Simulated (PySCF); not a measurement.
B3LYP has the VWN-RPA correlation part, as in Gaussian. 

# C2H3NO, SMILES `[H]/N=C1/CO1` (charge 0, multiplicity 1)

These are B3LYP-D3(BJ)/def2-TZVP (PySCF) values and carry that method's errors.

- HOMO = -7.95 eV
- dipole moment = 1.61 D
- HOMO–LUMO gap = 8.10 eV
- LUMO = 0.15 eV
- total energy = -208.0152 Ha
- cost = around 24 core-seconds (rough)

Bonded distances (Å): N1–C2 1.246, N1–H5 1.020, C2–C3 1.432, C2–O4 1.346, C3–O4 1.509, C3–H6 1.083, C3–H7 1.083. Bond angles (°): C2–N1–H5 111.9, N1–C2–C3 151.8, N1–C2–O4 142.5, C3–C2–O4 65.7, C2–C3–O4 54.4, C2–C3–H6 120.5, C2–C3–H7 120.5, O4–C3–H6 113.7, O4–C3–H7 113.7, H6–C3–H7 116.8, C2–O4–C3 59.9.
